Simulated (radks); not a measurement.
Species: Hg XXV. Configuration: [Kr] 4d10 4f10. Calculated with a radial shooting solver on a logarithmic mesh with Libxc functionals: Dirac Kohn-Sham, BLYP, spin-unpolarised, spherical densities, finite nucleus; open shells fill j = l - 1/2 first; Fermi nuclear charge, rms radius 5.4648 fm.

X-ray form factor f0, the Fourier transform of the density (f0(0) = 56):

| sin(theta)/lambda (1/angstrom) | f0 (electrons) |
|---|---|
| 0.05 | 55.883 |
| 0.1 | 55.533 |
| 0.15 | 54.957 |
| 0.2 | 54.166 |
| 0.25 | 53.176 |
| 0.3 | 52.004 |
| 0.4 | 49.202 |
| 0.5 | 45.947 |
| 0.6 | 42.436 |
| 0.8 | 35.365 |
| 1 | 29.108 |
| 1.25 | 23.174 |
| 1.5 | 19.257 |
| 2 | 15.035 |
